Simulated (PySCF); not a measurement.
# Electron correlation in W⁶⁺ (tungsten, charge +6)

Starting occupation: [Xe] 4f14. Computed with PySCF 2.14 in x2c-TZVPPall-2c with one added diffuse shell each of s, p, d, f type (12s12p11d4f1g, 140 functions), with X2C-1e with screened-nucleus spin-orbit coupling, Gaussian nucleus. Frozen: [Kr] 4d10; 22 electrons correlated; the 34 highest virtual spinors left out.

MP2 pair energies summed by pair of shells (mhartree):

```json
{"pair": "5p3/2-5p3/2", "energy": "-57.32", "share (%)": "19.1"}
{"pair": "5p1/2-5p3/2", "energy": "-51.80", "share (%)": "17.2"}
{"pair": "4f5/2-4f7/2", "energy": "-31.35", "share (%)": "10.4"}
{"pair": "4f7/2-5p3/2", "energy": "-24.22", "share (%)": "8.1"}
{"pair": "4f7/2-4f7/2", "energy": "-23.42", "share (%)": "7.8"}
{"pair": "4f5/2-5p3/2", "energy": "-20.72", "share (%)": "6.9"}
{"pair": "5p3/2-5s1/2", "energy": "-15.72", "share (%)": "5.2"}
{"pair": "4f7/2-5p1/2", "energy": "-14.33", "share (%)": "4.8"}
{"pair": "5p1/2-5p1/2", "energy": "-13.29", "share (%)": "4.4"}
{"pair": "4f5/2-4f5/2", "energy": "-12.89", "share (%)": "4.3"}
{"pair": "4f7/2-5s1/2", "energy": "-8.43", "share (%)": "2.8"}
{"pair": "4f5/2-5p1/2", "energy": "-8.04", "share (%)": "2.7"}
{"pair": "5p1/2-5s1/2", "energy": "-7.28", "share (%)": "2.4"}
{"pair": "4f5/2-5s1/2", "energy": "-6.16", "share (%)": "2.0"}
{"pair": "5s1/2-5s1/2", "energy": "-5.53", "share (%)": "1.8"}
```

Total MP2 correlation energy: -300.50 mhartree.

The virtual space was cut to 108 spinors, which keep -298.70 of the -300.50 mhartree of MP2 correlation.

| level | correlation energy (mhartree) |
| --- | --- |
| CCSD | -303.70 |

Diagnostics: T1 = 0.0040, largest double amplitude 0.037.

Cost of the coupled-cluster step: 370 s of wall time on 4 threads of Neoverse-V1 (shared host), for 22 occupied and 108 virtual spinors.

Iterations:

```
Init t2, MP2 energy = -0.298703852394406
CCSD nocc = 22, nmo = 130
Init t2, MP2 energy = -0.298703852394406
Init E_corr(GCCSD) = -0.298703852394406
cycle = 1  E_corr(GCCSD) = -0.29768395094992  dE = 0.00101990144  norm(t1,t2) = 0.0351066
cycle = 2  E_corr(GCCSD) = -0.303889439134987  dE = -0.00620548819  norm(t1,t2) = 0.0075076
cycle = 3  E_corr(GCCSD) = -0.303438074258918  dE = 0.000451364876  norm(t1,t2) = 0.00223499
cycle = 4  E_corr(GCCSD) = -0.303701687822355  dE = -0.000263613563  norm(t1,t2) = 0.000449815
cycle = 5  E_corr(GCCSD) = -0.303697797962917  dE = 3.88985944e-06  norm(t1,t2) = 3.00184e-05
cycle = 6  E_corr(GCCSD) = -0.303697256947093  dE = 5.41015824e-07  norm(t1,t2) = 3.81541e-06
cycle = 7  E_corr(GCCSD) = -0.303697337352142  dE = -8.04050489e-08  norm(t1,t2) = 6.8596e-07
cycle = 8  E_corr(GCCSD) = -0.303697347454499  dE = -1.01023575e-08  norm(t1,t2) = 5.49171e-08
cycle = 9  E_corr(GCCSD) = -0.303697347402654  dE = 5.18448617e-11  norm(t1,t2) = 9.31711e-09
GCCSD converged
E(GCCSD) = -16142.66339589564  E_corr = -0.3036973474026544
```

This basis was not built for core-valence correlation, so the inner-shell part is incomplete.
